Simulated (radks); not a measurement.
Valence configurations of the terbium ion Tb+ (all share [Xe]). Calculated with a radial shooting solver on a logarithmic mesh with Libxc functionals: Dirac Kohn-Sham, PBEsol, spin-unpolarised, spherical densities, finite nucleus; open shells are shared between the two j in proportion to 2j + 1; Fermi nuclear charge, rms radius 5.06 fm. Order these by energy: 4f9 6p1; 4f8 5d1 6s1; 4f10; 4f7 6s1 6p2; 4f9 6s1; 4f7.5 6s1.5 6p1; 4f8.5 6s1 6p0.5; 4f8.5 6p1.5; 4f8 6s1.5 6p0.5; 4f8.5 6s1.5.

Answer. From the lowest, in eV above it: 4f9 6s1 0.000; 4f8.5 6s1.5 1.095; 4f10 1.704; 4f8.5 6s1 6p0.5 2.916; 4f9 6p1 3.344; 4f8 5d1 6s1 4.646; 4f8 6s1.5 6p0.5 5.828; 4f8.5 6p1.5 6.582; 4f7.5 6s1.5 6p1 12.763; 4f7 6s1 6p2 24.416. NIST lists [Xe] 4f9 6s1 as the ground configuration; this level of theory agrees among the configurations tried. The energies are those of spherical spin-averaged densities, not of single terms.
